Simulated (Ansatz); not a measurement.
Start from `CC(=O)c1ccccc1` and change one atom or group to get `O=CCC(=O)c1ccccc1`.

Ansatz, PBE0-D4/def2-TZVP geometries, multiplicity 1. Each molecule was computed in one conformer, which needn't be the lowest.

| property | `CC(=O)c1ccccc1` |
| --- | --- |
| HOMO energy (PBE0/def2-TZVPP) / eV | -7.32 |
| LUMO energy (PBE0/def2-TZVPP) / eV | -1.63 |
| LUMO energy (ωB97M-V/def2-TZVPP) / eV | 0.43 |
| size of the dipole moment (PBE/def2-TZVPP) / D | 2.98 |
| LUMO energy (B3LYP/def2-TZVPP) / eV | -1.82 |
| HOMO energy (PBE/def2-TZVPP) / eV | -5.67 |

Task: What does the change do to each property? (Estimate.)

Result: The calculation gave: 
```
                                      property  `O=CCC(=O)c1ccccc1`  shift
            HOMO energy (PBE0/def2-TZVPP) / eV                -7.53  -0.21
            LUMO energy (PBE0/def2-TZVPP) / eV                -2.12  -0.49
         LUMO energy (ωB97M-V/def2-TZVPP) / eV                -0.04  -0.47
size of the dipole moment (PBE/def2-TZVPP) / D                 2.04  -0.94
           LUMO energy (B3LYP/def2-TZVPP) / eV                -2.31  -0.49
             HOMO energy (PBE/def2-TZVPP) / eV                -5.92  -0.25
```

With PBE0 the HOMO falls by 0.21 eV and the LUMO falls by 0.49 eV, so the gap narrows by about 0.28 eV. PBE moves the HOMO by -0.25 eV and ωB97M-V by -0.17 eV. Dipoles are sizes alone; their direction can turn.

Positive LUMOs are unbound, so they and the gaps depend on the basis.

B3LYP here is the variant with VWN-RPA as its local correlation; programs differ in this.
